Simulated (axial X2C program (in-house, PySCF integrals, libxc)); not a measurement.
**Potential curves of HfN⁻, two-component**

Calculated with an axial X2C code built on PySCF integrals. Two-component (2c) means X2C with spin–orbit coupling and atomic mean-field two-electron Coulomb and Gaunt terms. Basis: Hf dyall-acv3z [14s15p10d7f4g], N dyall-av3z [7s7p3d2f] (cores contracted in-house); Gaussian nuclei, density fitting, unrestricted open shells. Masses: Hf 179.947 u, N 14.003 u.

State: Ω = 0 (closed shell). Energies in eV from the lowest point of each curve. Fits are polynomials in 1 − R0/R over 0.85 to 1.23 times the lowest point R0.

| R (Å) | CCSD | HF | CCSD(T) |
| --- | --- | --- | --- |
| 1.5077 |  | 1.5210 |  |
| 1.5770 | 0.9267 | 0.6106 | 1.0709 |
| 1.6290 | 0.4222 | 0.2197 | 0.5279 |
| 1.6810 | 0.1266 | 0.0287 | 0.1928 |
| 1.7330 | 0.0000 | 0.0000 | 0.0261 |
| 1.7937 | 0.0217 | 0.1301 | 0.0000 |
| 1.8543 | 0.1839 | 0.3967 | 0.1136 |
| 1.9323 | 0.5428 | 0.8879 | 0.4085 |
| 2.0276 |  | 1.6403 |  |

Correlated methods: 10 electrons correlated (number of frozen shells: Hf 5 s, 4 p, 2 d, 1 f; N 1 s), 334 virtual spin orbitals or spinors in MP2, 90 natural virtuals in coupled cluster.

The state is one determinant whose occupation by symmetry is held fixed; it was picked as the lowest of a PBE0 search that is not exhaustive. Closed shells are restricted here (equal orbitals for both partners); the stretched side of such a curve lies too high. Coupled cluster ran in a truncated set of natural virtual spinors; the MP2 energy of the rest was added. (T) has no such correction and the atoms are truncated less, which lowers De at CCSD(T) by a hundredth of an eV or more. The outer-core s and p shells of the metal are frozen in the correlated rows, which leaves out core–valence correlation; for alkali and alkaline-earth bonds that tends to lengthen them. The T1 diagnostic is large, a sign of multireference character. The stretched end of a curve changes character and is left out. With the outer-core shells frozen, correlated bond lengths of heavy atoms tend to come out a few hundredths of an ångström too long. Coupled cluster ran on the points near the minimum only. MP2 and coupled cluster on one determinant become unreliable at the stretched end.

Fit the CCSD curve near its minimum: give the equilibrium distance and the harmonic wavenumber.

At CCSD, 2c: Re = 1.755 Å, ωe ≈ 975 cm⁻¹; Be follows as 0.421 cm⁻¹.

What are Re and ωe at the HF level?

At HF, 2c: Re = 1.717 Å, ωe ≈ 1040 cm⁻¹; Be follows as 0.44 cm⁻¹.

Fit the CCSD(T) curve near its minimum: give the equilibrium distance and the harmonic wavenumber.

At CCSD(T), 2c: Re = 1.773 Å, ωe ≈ 934 cm⁻¹; Be follows as 0.413 cm⁻¹.
